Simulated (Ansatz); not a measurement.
Total energies of CH5O3Ta, SMILES `[CH3][Ta](=[O])([OH])[OH]`.

Cartesian coordinates in Å:
```
C 0.0949 -0.5695 -1.4445
Ta 0.0192 0.3520 0.5105
O 0.6255 1.9430 0.2650
O 1.1569 -0.6448 1.6686
O -1.8027 0.3902 1.0661
H 1.1202 -0.5791 -1.8267
H -0.5166 -0.0095 -2.1585
H -0.2710 -1.6009 -1.4103
H 1.9719 -0.4051 2.1098
H -2.3983 1.1236 1.2199
```

Total charge 0; spin multiplicity 1. Correlated methods include outer-core shells of Ta, which these sets cover unevenly. Ta takes the def2 core potential. All single points use the PBE0-D4/def2-TZVP geometry. It is one conformer, not always the lowest. Basis def2-TZVPP, Ansatz 0.2.0.

RPA on PBE orbitals: Hartree–Fock energy of these orbitals -321.98514 Eh, correlation -1.97069 Eh (frozen core).

| functional | energy without D4 (Eh) | D4 term (kJ/mol) |
| --- | --- | --- |
| LDA (SPW92) | -322.03772 | – |
| PBE | -323.87955 | -18.6 |
| revPBE | -324.11585 | -48.4 |
| BLYP | -324.07245 | -39.2 |
| r2SCAN | -324.03534 | -4.6 |
| B97M-V | -324.06847 | – |
| PBE0 | -323.82647 | -15.9 |
| B3LYP | -324.15876 | -29.9 |
| r2SCANh | -323.99285 | -4.9 |
| r2SCAN0 | -323.93105 | -5.5 |
| HSE06 (plane-wave form) | -323.81311 | -15.0 |
| BHLYP | -323.86230 | -25.1 |
| CAM-B3LYP | -323.99149 | -16.4 |
| LC-ωPBE | -323.99024 | – |
| ωB97X-V | -324.00883 | – |
| ωB97M-V | -323.95230 | – |
| B2PLYP | -323.84805 | – |
| PBE-QIDH | -323.70366 | – |

B3LYP takes the VWN-RPA correlation (the form of Gaussian; ORCA's B3LYP/G). HSE06 is the plane-wave form, built on full-range PBE exchange. The double hybrids freeze the cores in their second-order part.

LC-ωPBE has ω = 0.4 bohr⁻¹.
